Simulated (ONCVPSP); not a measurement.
# Configuration tests for cerium (Ce) (ONCV)

* Element: cerium (Ce)
* Generator: ONCVPSP 4.0.1
* Type: optimised norm-conserving Vanderbilt (ONCV)
* Functional: LDA (Perdew-Zunger)
* Relativity: fully relativistic
* Frozen core: [Kr] 4d10
* Valence charge: 12
* Reference configuration: 4f1 5s2 5p6 5d1 6s1 (charge +1)
* Partial waves: 5s+6s: rc 2.45 bohr, ncon 4, nbas 7, qcut 4.8 1/bohr, 2 projectors; 5p: rc 2.50 bohr, ncon 4, nbas 7, qcut 4.9 1/bohr, 2 projectors, debl 1.3 Ha; 5d: rc 3.40 bohr, ncon 4, nbas 9, qcut 4.4 1/bohr, 2 projectors, debl 0.6 Ha; 4f: rc 1.55 bohr, ncon 4, nbas 8, qcut 9.2 1/bohr, 2 projectors, debl 0.9 Ha
* Local potential: polynomial inside 1.45 bohr (lpopt 5, dvloc0 0 Ha)
* Core correction: Teter function, fcfact 5.75, rcfact 1.05

Open shells are filled in proportion to 2j + 1.

Energies are relative to the spin-unpolarised reference configuration 4f1 5s2 5p6 5d1 6s1; without spin polarisation the order of configurations can differ from experiment.

Give the all-electron excitation energy and the error of the potential for: 4f1 5s2 5p6 5d1 6s2; 4f1 5s2 5p6 5d1 6s0; 4f1 5s2 5p6 5d0 6s0; 4f1 5s2 5p6 5d1 6s1 6p1.

```tsv
valence configuration	charge	ΔE all-electron (eV)	error AE − PS (meV)
4f1 5s2 5p6 5d1 6s2	0	-6.270	-0.4
4f1 5s2 5p6 5d1 6s0	+2	11.345	-1.1
4f1 5s2 5p6 5d0 6s0	+3	30.673	+10
4f1 5s2 5p6 5d1 6s1 6p1	0	-3.746	+0.1
```

Levels in the configuration 4f1 5s2 5p6 5d1 6s2:

| level | all-electron (eV) | pseudo (eV) |
| --- | --- | --- |
| 4f j=7/2 | -5.461 | -5.442 |
| 4f j=5/2 | -5.795 | -5.775 |
| 5s j=1/2 | -40.671 | -40.659 |
| 5p j=3/2 | -22.442 | -22.439 |
| 5p j=1/2 | -25.242 | -25.237 |
| 5d j=5/2 | -3.102 | -3.104 |
| 5d j=3/2 | -3.305 | -3.307 |
| 6s j=1/2 | -3.885 | -3.885 |

Note: no bound ghost flagged; GHOST(+) flagged for s at 3.5 eV, p3/2 at 100.1 eV, p1/2 at 103.2 eV.
